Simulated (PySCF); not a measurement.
## Be⁺: excitation energy

Be⁺ [He] 2s1 (2S) → Be⁺ [He] 2p1 (2P), as a difference of total energies. Computed with PySCF 2.14 in dyall-av3z (15s9p4d2f, 76 functions), with the non-relativistic Hamiltonian (point nucleus). The calculations carry no spin-orbit coupling.

```csv
method,excitation energy (eV),error (eV)
UHF,3.986,+0.027
LDA,3.493,-0.466
PBE,3.444,-0.515
PBE0,3.586,-0.373
r2SCAN,3.526,-0.433
CAM-B3LYP,3.657,-0.302
LC-wPBE,3.719,-0.240
MN15,3.589,-0.370
```

Reference: 3.959 eV (measured; NIST levels, between the centres of gravity of the two terms).
